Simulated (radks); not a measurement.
Values are calculated unless marked as measured or tabulated.
Initial-state core-level shifts of neutral gallium when its valence configuration changes from [Ar] 3d10 4s2 4p1. Level of theory: Dirac Kohn-Sham, PBE, spin-unpolarised, spherical densities, finite nucleus; open shells fill j = l - 1/2 first; Fermi nuclear charge, rms radius 3.9973 fm (a radial shooting solver on a logarithmic mesh with Libxc functionals). Shifts are changes of the shell-averaged eigenvalues in eV (positive: less bound); the change of the density at the nucleus, which sets a Mossbauer isomer shift, is in e/bohr^3, on a base of 2.825e+04.

| valence | 1s | 2s | 2p | 3s | density at nucleus |
|---|---|---|---|---|---|
| 3d9.5 4s2 4p1.5 | -5.010 | -5.474 | -5.430 | -4.808 | +4.615 |
| 3d9 4s2 4p2 | -10.259 | -11.250 | -11.158 | -9.751 | +9.551 |
| 3d10 4s1 4p2 | -1.889 | -1.799 | -1.802 | -1.875 | -12.141 |
| 3d10 4p3 | -3.696 | -3.511 | -3.517 | -3.668 | -25.745 |
| 3d9.5 4p3.5 | -8.563 | -8.863 | -8.821 | -8.323 | -23.892 |
| 3d9 4s1 4p3 | -12.041 | -12.958 | -12.866 | -11.507 | -5.454 |
| 3d10 4s1.5 4p1.5 | -0.973 | -0.927 | -0.929 | -0.965 | -5.876 |
